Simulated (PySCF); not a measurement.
Vertical excitations of a molecule C2H8ClNSi from PySCF with TDA-PBE0/def2-SVPD, as energy in eV (oscillator strength): 6.03 (0.003), 6.44 (0.109), 6.70 (0.023), 7.05 (0.000), 7.21 (0.027), 7.40 (0.000), 7.66 (0.042), 7.76 (0.014), 7.96 (0.017), 8.15 (0.010). Lowest triplet (TDA): 5.74 eV. The structure is a stationary point at ωB97X-D3(BJ)/def2-SVP. The values are those of a single conformer.

Task: Pick the molecule that these values belong to.
A. C[Si@H](Cl)CN
B. CN(C)[SiH2]Cl
C. CNC[SiH2]Cl
D. CN[Si@H](C)Cl

Result: B, CN(C)[SiH2]Cl
